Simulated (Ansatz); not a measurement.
`F[SiH2]C(Cl)Br` and `[SiH3]C(Cl)Br` differ in one atom or group.

Ansatz, PBE0-D4/def2-TZVP geometries, multiplicity 1. Each molecule was computed in one conformer, which needn't be the lowest.

Scalar relativity is left out up to krypton.

| property | `F[SiH2]C(Cl)Br` |
| --- | --- |
| HOMO energy (PBE/def2-TZVPP) / eV | -6.95 |
| HOMO energy (PBE0/def2-TZVPP) / eV | -8.26 |
| size of the dipole moment (PBE/def2-TZVPP) / D | 0.99 |
| HOMO–LUMO gap (PBE/def2-TZVPP) / eV | 4.89 |
| LUMO energy (ωB97M-V/def2-TZVPP) / eV | 1.02 |
| size of the dipole moment (B3LYP/def2-TZVPP) / D | 1.08 |

Q: What does the change do to each property? (Best estimate.)

A: The calculation gave: 
```json
{"property": "HOMO energy (PBE/def2-TZVPP) / eV", "`[SiH3]C(Cl)Br`": "-6.75", "shift": "0.20"}
{"property": "HOMO energy (PBE0/def2-TZVPP) / eV", "`[SiH3]C(Cl)Br`": "-8.03", "shift": "0.23"}
{"property": "size of the dipole moment (PBE/def2-TZVPP) / D", "`[SiH3]C(Cl)Br`": "1.36", "shift": "0.37"}
{"property": "HOMO–LUMO gap (PBE/def2-TZVPP) / eV", "`[SiH3]C(Cl)Br`": "4.80", "shift": "-0.09"}
{"property": "LUMO energy (ωB97M-V/def2-TZVPP) / eV", "`[SiH3]C(Cl)Br`": "1.04", "shift": "0.02"}
{"property": "size of the dipole moment (B3LYP/def2-TZVPP) / D", "`[SiH3]C(Cl)Br`": "1.48", "shift": "0.40"}
```

With PBE0 the HOMO rises by 0.23 eV and the LUMO rises by 0.09 eV, so the gap narrows by about 0.14 eV. PBE moves the HOMO by 0.20 eV and ωB97M-V by 0.23 eV. Dipoles are sizes alone; their direction can turn.

B3LYP here is the variant with VWN-RPA as its local correlation; programs differ in this.

Spin–orbit coupling is left out; it splits and shifts lone-pair levels of the heavy atoms by tenths of an eV.
